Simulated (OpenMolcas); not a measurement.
**Ti III: effect of the level shift or regulariser**

```json
{"Program": "OpenMolcas 26.06", "Basis": "ANO-R1 [5s4p3d1f]", "Scalar Hamiltonian": "X2C, finite nucleus", "Active space": "2 electrons in 5 orbitals (3d)", "State averaging": "2S+1 = 3 even, 10 roots; 2S+1 = 1 even, 15 roots", "Spin-orbit coupling": "RASSI with atomic mean-field integrals over the reference wave functions, term energies averaged over their components"}
```

Methods on the same reference wave functions:
A. CASSCF
B. SS-CASPT2, IPEA 0.25 Eh, imaginary shift 0.1 Eh (closed shells correlated: 3s 3p)
C. SS-CASPT2, IPEA 0.25 Eh, imaginary shift 0.3 Eh (closed shells correlated: 3s 3p)

Energies in cm⁻¹ above 3d² ³F₂, the measured ground level; measured values from Corliss and Sugar, J. Phys. Chem. Ref. Data 8, 1 (1979).

```json
{"Level": "3d² ³F₂", "A": "0.0", "B": "0.0", "C": "0.0", "Measured": "0.0"}
{"Level": "3d² ³F₃", "A": "190", "B": "191", "C": "191", "Measured": "185"}
{"Level": "3d² ³F₄", "A": "437", "B": "438", "C": "438", "Measured": "420"}
{"Level": "3d² ¹D₂", "A": "11263", "B": "8150", "C": "8390", "Measured": "8474"}
{"Level": "3d² ³P₀", "A": "13475", "B": "11160", "C": "11160", "Measured": "10538"}
{"Level": "3d² ³P₁", "A": "13540", "B": "11230", "C": "11230", "Measured": "10604"}
{"Level": "3d² ³P₂", "A": "13677", "B": "11360", "C": "11360", "Measured": "10721"}
{"Level": "3d² ¹G₄", "A": "17365", "B": "15140", "C": "15140", "Measured": "14398"}
{"Level": "3d² ¹S₀", "A": "42143", "B": "32680", "C": "33280", "Measured": "32476"}
```

Deviations, from unrounded energies. A percentage is the sum of absolute deviations over the sum of measured energies, with the sign that they share, or ± where signs differ.

```csv
Against measurement,Levels,A,B,C
mean absolute deviation (cm-1),8,3000,400,440
fine structure of the ground term (%),2,+3.5,+3.9,+3.9
other terms of the ground configuration (%),6,+27.8,±3.6,±4.0
```

B lies closest to measurement on these levels and A furthest from it. The largest miss of B in the table is 3d² ¹G₄, by +750 cm-1. The ranking rests on the paired levels alone, and a cruder setting can come out closer through cancelling errors.

Between B and C the level of the table that moves most is 3d² ¹S₀, by 590 cm-1 (lowest in B, highest in C). Moves below CASPT2's spread within the term are not significant.

The mean deviations of B to C differ by less than CASPT2's widest spread within a term (560 cm-1), so their order carries little weight.

From A to B the spin-free energies of the other terms of 3d² shown, above ³F, scale by factors of 0.72 to 0.87, as is usual when dynamic correlation screens the repulsion within a d or f shell.

The lowest spin-free term lies below A's lowest term by 0.237 hartree in B, 0.237 hartree in C.

Term energies are means over components that CASPT2 splits; among the terms shown or strongly mixed into the levels shown the widest spread is 560 cm-1 (3d² ³F, B). Without dynamic correlation excited terms often stand tens of per cent too high (terms of higher spin than the ground term too low), and those without a measured partner can miss by more than the paired ones (holds for A). Computed and measured levels are paired by configuration, term and J; levels that our copy of the source lacks, or whose pairing is in doubt (as where it misses far off the trend of its configuration), stay unpaired and out of the deviations. Only configurations of the active space appear.
